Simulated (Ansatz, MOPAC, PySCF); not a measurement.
System: GaH$_{2}$ (charge +1, singlet). SMILES: [GaH2+]
Coordinates optimised at B3LYP-D3(BJ)/def2-TZVP (Ansatz, a first-principles code):
```xyz
3

Ga     0.0000     0.0000     0.0000
H      0.0000     0.0000     1.5293
H      0.0000     0.0000    -1.5293
```
Charge +1, spin multiplicity 1.

Unscaled harmonic wavenumbers (cm⁻¹) in rising order, each level at the stationary point that it reaches from this structure (no distance between atoms moves by over 0.3 Å); the order of modes can differ between levels, and a negative number is imaginary. B3LYP-D3(BJ)/def2-TZVP (PySCF, at the structure above): 676, 676, 2069, 2165.

PM3 (MOPAC): 537, 537, 2313, 2349. Zero-point energy 8.2 against 8.0 kcal/mol; where all levels lie over 400 cm⁻¹, the wavenumbers are on average 0.948 times those of B3LYP-D3(BJ)/def2-TZVP.

PM6 (MOPAC): 713, 713, 2254, 2300. Zero-point energy 8.5 against 8.0 kcal/mol; where all levels lie over 400 cm⁻¹, the wavenumbers are on average 1.065 times those of B3LYP-D3(BJ)/def2-TZVP.

HF/6-31G* with LANL2DZ past Ar (Ansatz): 671, 671, 2078, 2142. Zero-point energy 8.0 against 8.0 kcal/mol; where all levels lie over 400 cm⁻¹, the wavenumbers are on average 0.994 times those of B3LYP-D3(BJ)/def2-TZVP.

B3LYP/6-31G* with LANL2DZ past Ar (Ansatz): 626, 626, 1971, 2055. Zero-point energy 7.5 against 8.0 kcal/mol; where all levels lie over 400 cm⁻¹, the wavenumbers are on average 0.938 times those of B3LYP-D3(BJ)/def2-TZVP.
